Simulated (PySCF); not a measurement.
## Running PySCF for RbSb

The script input.py:

```python
from pyscf import gto, scf, mp

mol = gto.M(
    atom='Rb 0 0 0; Sb 0 0 3.083',
    basis='sbkjc',
    ecp={'Rb': 'sbkjc', 'Sb': 'sbkjc'},
    charge=0,
    spin=2,
    symmetry=True,
    verbose=3,
)
mf = scf.UHF(mol)
mf.kernel()
mp.MP2(mf).kernel()
mf.dip_moment()
print('orbital energies (hartree):', [e[max(0, n-3):n+3].round(4) for e, n in zip(mf.mo_energy, mol.nelec)])
```

```bash
$ python input.py
```

It prints:

```
converged SCF energy = -5.42976298314737  <S^2> = 2.1564588  2S+1 = 3.102553
E(UMP2) = -5.4420485140929  E_corr = -0.0122855309455297
E(SCS-UMP2) = -5.44262889131331  E_corr = -0.012865908165939
Dipole moment(X, Y, Z, Debye):  0.00000,  0.00000, -9.49596
orbital energies (hartree): [array([-0.2674, -0.2674, -0.2475, -0.0013,  0.024 ,  0.024 ]), array([-0.4796, -0.1583, -0.0055,  0.0152,  0.0152])]
```

In short: E(SCF) = -5.429763 Eh, E(MP2) − E(SCF) = -0.01229 Eh, ⟨S²⟩ = 2.156, μz(SCF) = -9.50 D.

Wall time 0.94 s on one thread of a shared host.

The bond length is a typed value, not an optimised one. No search for the lowest solution was made.
